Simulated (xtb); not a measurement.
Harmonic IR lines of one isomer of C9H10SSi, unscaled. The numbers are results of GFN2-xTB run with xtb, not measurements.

| wavenumber (cm⁻¹) | relative intensity |
|---|---|
| 510 | 5.4 |
| 547 | 8.6 |
| 591 | 8.5 |
| 780 | 27 |
| 787 | 25 |
| 792 | 100 |
| 818 | 3.1 |
| 918 | 3.5 |
| 1053 | 3.5 |
| 1125 | 4.8 |
| 1192 | 6.9 |
| 1601 | 7.2 |
| 2238 | 60 |
| 2255 | 92 |
| 3069 | 8.0 |
| 3090 | 4.8 |
| 3121 | 4.1 |

Problem. Which structure gives these lines?
A) `Cc1cc2cc([SiH3])ccc2s1`
B) `Cc1cc2sccc2cc1[SiH3]`
C) `Cc1ccc([SiH3])c2ccsc12`
D) `Cc1c([SiH3])sc2ccccc12`

Solution. A, `Cc1cc2cc([SiH3])ccc2s1`
